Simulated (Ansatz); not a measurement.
A run on `C[S][GeH][F]` radical with other settings.

```yaml
crystal:
  periodic: [false, false, false]
  atoms:
    - {symbol: C, position_ang: [-0.131179, 1.328378, -0.303649]}
    - {symbol: S, position_ang: [-0.875860, 0.134641, 0.843951]}
    - {symbol: Ge, position_ang: [0.588358, -1.505207, 0.574202]}
    - {symbol: F, position_ang: [-0.149258, -2.873001, 1.370026]}
    - {symbol: H, position_ang: [0.056119, 0.883034, -1.281229]}
    - {symbol: H, position_ang: [-0.858812, 2.130926, -0.421893]}
    - {symbol: H, position_ang: [0.788641, 1.746645, 0.102573]}
    - {symbol: H, position_ang: [0.674191, -1.902516, -0.939881]}
basis:
  gaussian: {orbitals: "6-31G*"}
magnetization: {spin_polarized: true, initial_magnetization: 1}
hamiltonian: {xc: {name: HSE06}, dispersion: d3bjatm}
accuracy: high
output: {forces: true}
```

```sh
$ ansatz run in.yaml --threads 2 --pin off --events-out ev --progress --plain --max-ram 22528MiB --backend cpu
```

Shortened log:

```
Functional definition: HSE06
1918 factors; integrals over basis functions are off by at most 7.1e-9 eV
100 factors; integrals over basis functions are off by at most 1.7e-9 eV
mean field evaluation 1: about -71146.1165 eV, gradient 3.0e1 eV
mean field evaluation 2: about -71140.4320 eV, gradient 5.1e1 eV
mean field evaluation 4: about -71149.6445 eV, gradient 2.0e0 eV
mean field evaluation 8: about -71149.8184 eV, gradient 2.3e-1 eV
mean field evaluation 16: about -71149.8187 eV, gradient 3.2e-4 eV
mean field -71149.81866062 eV, -2614.7076086986 hartree, gradient 5.4e-8 eV, S^2 0.753613; 0 other end points of the search recorded, 0 dependent functions left out
reference -71149.81866417 eV, -2614.7076088291 hartree; 34, 33 occupied and 58, 59 virtual orbitals, 1918 factors
Total energy: -71149.94399163 eV, -2614.7122145283 hartree
Atom 0 at    -0.131179     1.328378    -0.303649 Å, force    -0.002851     0.016369    -0.014311 eV/Å
Atom 1 at    -0.875860     0.134641     0.843951 Å, force    -0.207981    -0.025417     0.134961 eV/Å
Atom 2 at     0.588358    -1.505207     0.574202 Å, force     0.090658    -0.201978     0.165614 eV/Å
Atom 3 at    -0.149258    -2.873001     1.370026 Å, force     0.039408     0.033234    -0.009396 eV/Å
Atom 4 at     0.056119     0.883034    -1.281229 Å, force     0.035769    -0.012224    -0.112152 eV/Å
Atom 5 at    -0.858812     2.130926    -0.421893 Å, force    -0.034471     0.096281    -0.040208 eV/Å
Atom 6 at     0.788641     1.746645     0.102573 Å, force     0.098270     0.069326     0.009128 eV/Å
Atom 7 at     0.674191    -1.902516    -0.939881 Å, force    -0.018802     0.024409    -0.133635 eV/Å
Dipole moment:     0.314856     0.472508    -0.423241 e Å
```

It took 10 s on 2 threads of an AMD EPYC 7R13 on a shared host, with 0.59 GiB of host memory at the peak.
